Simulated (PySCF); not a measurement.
**Spin-rotation constants: `O=C1C=C(C(=O)O)CC1`, C6H6O3**

Geometry:
```tsv
atom	x (Å)	y (Å)	z (Å)
O1	-2.659	-0.303	1.666
C2	-1.700	-0.177	0.949
C3	-0.282	-0.193	1.348
C4	0.507	-0.024	0.278
C5	1.983	0.011	0.319
O6	2.649	-0.108	1.314
O7	2.521	0.192	-0.896
C8	-0.266	0.130	-0.995
C9	-1.727	0.030	-0.558
H10	0.042	-0.324	2.365
H11	3.489	0.211	-0.834
H12	0.015	-0.650	-1.704
H13	-0.032	1.087	-1.466
H14	-2.296	0.932	-0.784
H15	-2.249	-0.805	-1.025
```

Theory: GIAO B3LYP/pcSseg-1 magnetisability, rotational g tensor and spin-rotation constants, non-relativistic, gas phase in PySCF. Geometry: GFN2-xTB.

Give the nuclear spin-rotation constants along the inertial axes (H = +C I·J) beside the isotropic shieldings.

Rotational constants 3.9745, 1.0474, 0.8375 GHz. A star marks the isotopologue with that one atom substituted, in its own axes.
| atom | isotope | Caa (kHz) | Cbb (kHz) | Ccc (kHz) | mean (kHz) | σ (ppm) |
| --- | --- | --- | --- | --- | --- | --- |
| H10 | 1H | -0.389 | 0.122 | -0.104 | -0.124 | 24.7 |
| H11 | 1H | 0.296 | -0.103 | -0.120 | 0.024 | 25.5 |
| H12 | 1H | -0.388 | -0.060 | -0.021 | -0.156 | 29.1 |
| H13 | 1H | -0.387 | -0.060 | -0.021 | -0.156 | 29.1 |
| H14 | 1H | -0.354 | -0.078 | -0.019 | -0.150 | 29.3 |
| H15 | 1H | -0.354 | -0.077 | -0.019 | -0.150 | 29.4 |
| O1 | 17O* | -4.252 | -0.724 | -0.026 | -1.667 | -334.6 |
| C2 | 13C* | 2.052 | 0.553 | 0.240 | 0.948 | -30.8 |
| C3 | 13C* | 1.704 | 0.477 | 0.144 | 0.775 | 31.0 |
| C4 | 13C* | 2.179 | 0.444 | 0.155 | 0.926 | 9.2 |
| C5 | 13C* | 2.018 | 0.382 | 0.218 | 0.873 | 11.7 |
| O6 | 17O* | -2.156 | -0.637 | -0.082 | -0.958 | -113.5 |
| O7 | 17O* | -1.094 | -0.219 | -0.159 | -0.491 | 120.8 |
| C8 | 13C* | 0.683 | 0.175 | 0.144 | 0.334 | 149.7 |
| C9 | 13C* | 0.789 | 0.162 | 0.159 | 0.370 | 142.7 |

For the geometry as given, no vibrational averaging.
